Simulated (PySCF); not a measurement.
# Ionisation energy of Ir by level of theory

Ir [Xe] 4f14 5d7 6s2 (4F) → Ir⁺ [Xe] 4f14 5d7 6s1 (5F), as a difference of total energies. Calculation: PySCF 2.14, in def2-QZVPPD with the def2 core potential (60 electrons); scalar relativity through the core potential. Correlated levels: valence: 5s2 5p6 frozen. The calculations carry no spin-orbit coupling.

```
           method  ionisation energy (eV)
              UHF                   7.024
    MP2 (valence)                   8.649
SCS-MP2 (valence)                   8.806
   CCSD (valence)                   8.554
CCSD(T) (valence)                   8.696
```

Errors of the correlated levels include the incompleteness of this basis and the frozen core.

Task: Which method comes closest to the reference value, and which is furthest?

Result: The reference is 8.926 eV (measured; NIST levels, between the centres of gravity of the two terms). Closest: SCS-MP2 (valence) (error -0.120 eV); furthest: UHF (error -1.902 eV).
